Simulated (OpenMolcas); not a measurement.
Levels of Ag+ by method

```
Program             : OpenMolcas 26.06
Basis               : ANO-RCC-VTZP [7s6p4d2f1g]
Scalar Hamiltonian  : DKH2, point nucleus
Active space        : 10 electrons in 6 orbitals (4d 5s)
State averaging     : 2S+1 = 1 even, 6 roots; 2S+1 = 3 even, 5 roots kept (CI in the orbitals of an earlier block)
Spin-orbit coupling : RASSI with atomic mean-field integrals over the reference wave functions, term energies averaged over their components
```

Methods on the same reference wave functions:
A. CASSCF
B. SS-CASPT2, IPEA 0.25 Eh, imaginary shift 0.1 Eh (closed shells correlated: 4s 4p)
C. XMS-CASPT2, IPEA 0.25 Eh, imaginary shift 0.1 Eh (closed shells correlated: 4s 4p)

Energies in eV above 4d10 1S0, the measured ground level; measured values from NIST Handbook of Basic Atomic Spectroscopic Data.

| Level | A | B | C | Measured |
| --- | --- | --- | --- | --- |
| 4d10 1S0 | 0.0000 | 0.0000 | 0.0000 | 0.0000 |
| 4d9 5s 3D3 | 3.5018 | 4.620 | 4.992 | 4.8562 |
| 4d9 5s 3D2 [75 %] | 3.7045 | 4.795 | 5.161 | 5.0518 |
| 4d9 5s 3D1 | 4.0355 | 5.154 | 5.525 | 5.4234 |
| 4d9 5s 1D2 [75 %] | 4.4020 | 5.410 | 5.763 | 5.7094 |

Deviations, from unrounded energies. A percentage is the sum of absolute deviations over the sum of measured energies, with the sign that they share, or ± where signs differ.

```tsv
Against measurement	Levels	A	B	C
mean absolute deviation (cm-1)	4	11000	2100	810
other configurations (%)	4	-25.7	-5.0	+1.9
```

C lies closest to measurement on these levels and A furthest from it. The largest miss of C in the table is 4d9 5s 3D3, by +1100 cm-1. The ranking rests on the paired levels alone, and a cruder setting can come out closer through cancelling errors.

Between B and C the level of the table that moves most is 4d9 5s 3D1, by 3000 cm-1 (lowest in B, highest in C). Moves below CASPT2's spread within the term are not significant.

The lowest spin-free term lies below A's lowest term by 0.588 hartree in B, 0.607 hartree in C.

CASPT2 does not keep the components of a term degenerate, so their means are used; among the terms shown or strongly mixed into the levels shown the widest spread is 170 cm-1 (4d9 5s 1D, C). Terms from blocks run as CI alone lack orbitals of their own. A single d shell beside an s shell can misplace configurations of different d count against each other. Without dynamic correlation excited terms often stand tens of per cent too high (terms of higher spin than the ground term too low), and those without a measured partner can miss by more than the paired ones (holds for A). Computed and measured levels are paired by configuration, term and J; levels that our copy of the source lacks, or whose pairing is in doubt (as where it misses far off the trend of its configuration), stay unpaired and out of the deviations. Only configurations of the active space appear.

A share in square brackets marks a mixed level and gives the weight of the term that names it, the lowest over the columns.
